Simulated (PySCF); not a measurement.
A calculated (BP86, PySCF 2.14, def2-QZVPPD, the non-relativistic Hamiltonian (point nucleus)) atom or ion has these occupied shells.

```tsv
shell	electrons	orbital energy (eV)	rms radius, mean of both spins (bohr)
1s α	1	-6380.2	0.0713
1s β	1	-6380.2	0.0713
2s α	1	-736.06	0.307
2s β	1	-734.52	0.307
2p α	3	-631.33	0.275
2p β	3	-630.17	0.275
3s α	1	-88.507	0.931
3s β	1	-84.687	0.931
3p α	3	-58.745	0.999
3p β	3	-54.985	0.999
3d α	5	-12.018	1.50
3d β	1	-9.297	1.50
```

**Question.** Name the element and its charge.

**Answer.** Mn⁺ (manganese, charge +1), in [Ar] 3d6, high-spin 5D determinant (an excited configuration).
